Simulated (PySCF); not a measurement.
cyclohexanone (C$_{6}$H$_{10}$O), singlet, at a GFN2-xTB geometry; DF-M062X/def2-SV(P) (PySCF).

The PySCF input:
```python
from pyscf import gto, scf, dft

mol = gto.M(
    atom='''
O     2.253199    0.387474   -0.150590
C     1.111416    0.214818    0.192485
C     0.105835    1.336003    0.315463
C    -1.147624    1.025162   -0.506678
C    -1.740251   -0.318209   -0.097005
C    -0.711459   -1.426557   -0.288931
C     0.547076   -1.144250    0.535743
H    -0.167164    1.433839    1.369181
H     0.563393    2.270525   -0.012641
H    -1.880873    1.821672   -0.365343
H    -0.883379    0.998155   -1.566146
H    -2.626733   -0.529311   -0.698208
H    -2.047472   -0.279800    0.950853
H    -1.131733   -2.389299    0.008649
H    -0.440342   -1.492194   -1.344969
H     1.306607   -1.907141    0.358393
H     0.292155   -1.148033    1.598487
''',
    basis='def2-sv(p)',
    charge=0,
    spin=0,
    verbose=4,
)

mf = dft.RKS(mol)
mf.xc = 'm062x'
mf = mf.density_fit(auxbasis='def2-universal-jkfit')
mf.kernel()
```

**Question.** What does PySCF print? Leave out banner, timings and long lists.

**Answer.** 
```
PySCF version 2.14.0

[INPUT] verbose = 4
[INPUT] num. atoms = 17
[INPUT] num. electrons = 54
[INPUT] charge = 0
[INPUT] spin (= nelec alpha-beta = 2S) = 0
[INPUT] symmetry False subgroup None
[INPUT] Mole.unit = angstrom
[INPUT] Symbol           X                Y                Z      unit          X                Y                Z       unit  Magmom
[...]
nuclear repulsion = 311.798001308216
number of shells = 62
number of NR pGTOs = 208
number of NR cGTOs = 118
basis = def2-sv(p)
ecp = {}

******** <class 'pyscf.df.df_jk.DFRKS'> ********
method = DFRKS
initial guess = minao
damping factor = 0
level_shift factor = 0
DIIS = <class 'pyscf.scf.diis.CDIIS'>
diis_start_cycle = 1
diis_space = 8
diis_damp = 0
SCF conv_tol = 1e-09
SCF conv_tol_grad = None
SCF max_cycles = 50
direct_scf = False
XC library pyscf.dft.libxc version 7.1.2
    S. Lehtola, C. Steigemann, M. J. T. Oliveira, and M. A. L. Marques,  SoftwareX 7, 1–5 (2018)
XC functionals = m062x
    Y. Zhao and D. G. Truhlar,  Theor. Chem. Acc. 120, 215 (2008)
    Y. Zhao and D. G. Truhlar,  Theor. Chem. Acc. 120, 215 (2008)
radial grids:
    Treutler-Ahlrichs [JCP 102, 346 (1995); DOI:10.1063/1.469408] (M4) radial grids

becke partition: Becke, JCP 88, 2547 (1988); DOI:10.1063/1.454033
pruning grids: <function nwchem_prune>
grids dens level: 3
symmetrized grids: False
atomic radii adjust function: <function treutler_atomic_radii_adjust>
small_rho_cutoff = 0
Set gradient conv threshold to 3.16228e-05
Initial guess from minao.
tot grids = 196872
******** <class 'pyscf.df.df.DF'> ********
auxbasis = def2-universal-jkfit
init E= -310.682820674986
[...]
cycle= 1 E= -309.359770927438  delta_E= 1.32  |g|= 0.756  |ddm|= 4.12
[...]
cycle= 2 E= -309.209662229125  delta_E= 0.15  |g|= 1.22  |ddm|= 2.81
[...]
cycle= 3 E= -309.488708871076  delta_E= -0.279  |g|= 0.0805  |ddm|= 1.95
[...]
cycle= 4 E= -309.490125274537  delta_E= -0.00142  |g|= 0.0489  |ddm|= 0.157
[...]
cycle= 5 E= -309.490715835717  delta_E= -0.000591  |g|= 0.00843  |ddm|= 0.0667
[...]
cycle= 6 E= -309.490733715285  delta_E= -1.79e-05  |g|= 0.00294  |ddm|= 0.0206
[...]
cycle= 7 E= -309.49073578903  delta_E= -2.07e-06  |g|= 0.000996  |ddm|= 0.00967
[...]
cycle= 8 E= -309.490736057542  delta_E= -2.69e-07  |g|= 0.000135  |ddm|= 0.00219
[...]
cycle= 9 E= -309.490736062459  delta_E= -4.92e-09  |g|= 4.02e-05  |ddm|= 0.000335
[...]
cycle= 10 E= -309.490736062842  delta_E= -3.84e-10  |g|= 1.19e-05  |ddm|= 8.22e-05
[...]
Extra cycle  E= -309.490736062847  delta_E= -4.43e-12  |g|= 1.13e-05  |ddm|= 2.4e-05
converged SCF energy = -309.490736062847
```
